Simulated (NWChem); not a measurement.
Species: C₃H₆OSi; SMILES C=C1C[SiH2]O1

```xyz
11

C      0.1536     2.2154     0.0000
C      0.0203     0.8901     0.0000
C     -1.2224     0.0073     0.0000
Si     0.0576    -1.3739     0.0000
O      1.0789     0.0007     0.0000
H     -0.7300     2.8540     0.0000
H      1.1447     2.6726     0.0000
H     -1.8509     0.1192     0.8958
H     -1.8509     0.1192    -0.8958
H      0.2087    -2.2175     1.2183
H      0.2087    -2.2175    -1.2183
```
Atoms are numbered in this order, from 1.

Level: PBE0/def2-SVP (NWChem), optimised geometry, unscaled harmonic frequencies. 

```json
[
 {"frequency (cm⁻¹)": "83", "IR intensity (km/mol)": "0.5"},
 {"frequency (cm⁻¹)": "371", "IR intensity (km/mol)": "1.0"},
 {"frequency (cm⁻¹)": "449", "IR intensity (km/mol)": "0.3"},
 {"frequency (cm⁻¹)": "493", "IR intensity (km/mol)": "14.9"},
 {"frequency (cm⁻¹)": "545", "IR intensity (km/mol)": "28.3"},
 {"frequency (cm⁻¹)": "649", "IR intensity (km/mol)": "19.8"},
 {"frequency (cm⁻¹)": "698", "IR intensity (km/mol)": "7.1"},
 {"frequency (cm⁻¹)": "725", "IR intensity (km/mol)": "2.1"},
 {"frequency (cm⁻¹)": "811", "IR intensity (km/mol)": "3.2"},
 {"frequency (cm⁻¹)": "812", "IR intensity (km/mol)": "57.5"},
 {"frequency (cm⁻¹)": "842", "IR intensity (km/mol)": "139.9"},
 {"frequency (cm⁻¹)": "843", "IR intensity (km/mol)": "96.1"},
 {"frequency (cm⁻¹)": "908", "IR intensity (km/mol)": "3.3"},
 {"frequency (cm⁻¹)": "957", "IR intensity (km/mol)": "154.9"},
 {"frequency (cm⁻¹)": "984", "IR intensity (km/mol)": "120.4"},
 {"frequency (cm⁻¹)": "1075", "IR intensity (km/mol)": "3.4"},
 {"frequency (cm⁻¹)": "1097", "IR intensity (km/mol)": "10.7"},
 {"frequency (cm⁻¹)": "1256", "IR intensity (km/mol)": "108.2"},
 {"frequency (cm⁻¹)": "1379", "IR intensity (km/mol)": "10.9"},
 {"frequency (cm⁻¹)": "1400", "IR intensity (km/mol)": "9.0"},
 {"frequency (cm⁻¹)": "1768", "IR intensity (km/mol)": "181.8"},
 {"frequency (cm⁻¹)": "2255", "IR intensity (km/mol)": "131.1"},
 {"frequency (cm⁻¹)": "2261", "IR intensity (km/mol)": "137.1"},
 {"frequency (cm⁻¹)": "3105", "IR intensity (km/mol)": "1.1"},
 {"frequency (cm⁻¹)": "3170", "IR intensity (km/mol)": "0.0"},
 {"frequency (cm⁻¹)": "3189", "IR intensity (km/mol)": "0.6"},
 {"frequency (cm⁻¹)": "3300", "IR intensity (km/mol)": "0.6"}
]
```

```
Item                                                                                Value
-----------------------------------------------------------------------  ----------------
zero-point energy                                                           50.6 kcal/mol
thermal correction to the enthalpy at 298.15 K (with zero-point energy)     54.6 kcal/mol
heat capacity Cv                                                         20.5 cal/(mol K)
entropy at 298.15 K and 1 atm (symmetry number 1)                        74.1 cal/(mol K)
dipole moment                                                                      2.23 D
```

Rigid rotor and harmonic oscillator; modes under 100 cm⁻¹ make the entropy uncertain.
